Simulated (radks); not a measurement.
Results of a calculation; reference values are marked as such.
Ionisation of the iodine ion I2+, [Kr] 4d10 5s2 5p3, to I3+, [Kr] 4d10 5s2 5p2, under several functionals. Dirac Kohn-Sham, spin-unpolarised, spherical densities, finite nucleus; open shells fill j = l - 1/2 first; a radial shooting solver on a logarithmic mesh with Libxc functionals.

\begin{tabular}{lrrrrrr}
functional & E(I2+) (hartree) & Exc (hartree) & IE (eV) & -e(HOMO) (eV) & <r> HOMO (bohr) & IE error (eV) \\ \hline
BLYP & -7118.37953 & -181.65882 & 28.620 & 23.788 & 2.245 & -0.950 \\
BP86 & -7118.91291 & -182.20500 & 28.885 & 24.069 & 2.232 & -0.685 \\
PBEsol & -7114.72320 & -177.96303 & 28.774 & 23.965 & 2.232 & -0.796 \\
Wu-Cohen GGA & -7116.90739 & -180.17837 & 28.807 & 23.989 & 2.230 & -0.763 \\
LDA (Slater exchange, VWN5 correlation) & -7111.91781 & -175.12445 & 28.995 & 24.156 & 2.232 & -0.575 \\
\end{tabular}

NIST Atomic Spectra Database: 29.57 eV (measured). Closest: LDA (Slater exchange, VWN5 correlation). The Delta-SCF values span 0.38 eV, the total energies 7.00 hartree. The highest occupied level is 5p3/2. Spin polarisation and multiplet splitting are left out, so open shells lie too high by an amount that depends on their filling.

Beside tabulated values, note that spin-unpolarised runs miss the spin-polarisation part of the exchange energy of open shells.
